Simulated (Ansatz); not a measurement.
The same path of F2H7NW (11 atoms, charge 0, multiplicity 1) was run twice with different band settings. Lost on the way: N8–H11. Made: F2–H11.

Computed with RKS PBE-D4/def2-SVP in Ansatz 0.2.0.

Relaxed end points:

```xyz
11
Properties=species:S:1:pos:R:3
W 0.300 -0.167 0.153
F -0.312 -0.354 1.944
F 2.078 -0.290 -0.509
H 0.297 1.033 -1.045
H -0.929 1.000 0.215
H -0.119 -1.780 -0.297
H -0.898 -0.370 -1.019
N 1.380 1.651 1.255
H 2.397 1.650 1.098
H 1.019 2.544 0.897
H 1.209 1.639 2.271
```

```xyz
11
Properties=species:S:1:pos:R:3
W 0.543 0.103 -0.070
F 1.082 -0.226 2.352
F 1.333 -1.617 -0.006
H -0.827 0.861 0.578
H -0.700 0.390 -1.173
H -0.864 -0.762 0.179
H 0.946 0.558 -1.663
N 1.110 1.805 0.824
H 2.063 2.143 0.610
H 0.546 2.570 1.205
H 1.190 0.728 2.125
```

Common settings: movable images 5; climbing image yes; spring 5.0 eV/Å²; optimiser quadratic models (default); force threshold 0.05 eV/Å; iteration limit 60; end points relaxed.

| run | start path |
| --- | --- |
| 1 | through a guess of the saddle point |
| 2 | straight line |

What does each run give, and how far can it be trusted?

Run 1: converged after 41 iterations, highest image 1.169 eV above the first end. The profile has 3 maxima (images 1, 3, 5) with wells between them (images 2, 4): this band takes more than one step, which may be the mechanism or a detour left from its start path. A vibrational analysis at the climbing image gives one clearly imaginary mode, 285i cm⁻¹: a first-order saddle point.
Run 2: converged after 31 iterations, highest image 1.169 eV above the first end. The profile has 2 maxima (images 2, 5) with wells between them (image 3): this band takes more than one step, which may be the mechanism or a detour left from its start path. Another band between the same ends (5 images) ends at a top of the same energy, where a vibrational analysis finds 1 clearly imaginary mode.
The orbitals stay closed-shell, which can raise the energy where a bond breaks towards radicals; this wasn't checked here.
